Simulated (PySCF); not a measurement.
**H7OPSi2: core ionisation energies**

Species: H7OPSi2.
Bonds: Si1–O2, O2–Si3, Si3–P4. Hydrogens: H5, H6, H7 on Si1; H8, H9 on Si3; H10, H11 on P4.

Computed, not measured: delta-SCF UKS SCAN, pcX-2 on the ionised atom, pcseg-1 elsewhere, spin-free X2C in PySCF 2.14.0. Each binding energy is the total energy of the core-ionised species, with the hole localised on one atom, minus that of the ground state; both are solved self-consistently, so orbital relaxation is included.

Question: Give the core binding energies atom by atom.

Answer: 
```tsv
atom(s)	bonded to	level	binding energy (eV)	2p1/2 (eV)	above the level's lowest (eV)	count
Si3	O, 2 H and P	Si 2p3/2	107.48	108.10	0.00	1
Si1	O and 3 H	Si 2p3/2	107.63	108.25	+0.15	1
P4	2 H and Si	P 2p3/2	136.38	137.27	0.00	1
O2	2 Si	O 1s	537.93	–	0.00	1
Si3	O, 2 H and P	Si 1s	1847.37	–	0.00	1
Si1	O and 3 H	Si 1s	1847.54	–	+0.17	1
P4	2 H and Si	P 1s	2149.91	–	0.00	1
```

The 2 Si 1s values lie within 0.17 eV of each other; Gaussian lines of 0.5 eV full width would blend them into one maximum.

The 2 Si 2p3/2 values lie within 0.15 eV of each other.

Question: Which photon wavelength matches the P 1s of P4 threshold?

Answer: λ = hc/E = 12398.42 eV Å / 2149.91 eV = 5.767 Å.

2p3/2 and 2p1/2 are the ΔSCF energy of one spin-free 2p hole plus the eigenvalues of a spin–orbit and ligand-field matrix of the shell. 2p1/2 minus 2p3/2 (ligand field included): Si 0.63 eV, P 0.89 eV. One conformer (not necessarily the lowest) at the PBE0-D3(BJ)/def2-SVP geometry, without solvent, vibrations or thermal averaging.

Conformer computed: `[SiH3:1][O:2][SiH2:3][PH2:4]`: Si1–O2–Si3–P4 47°, H–P4–Si3–O2 81°, H–P4–Si3–O2 175°.
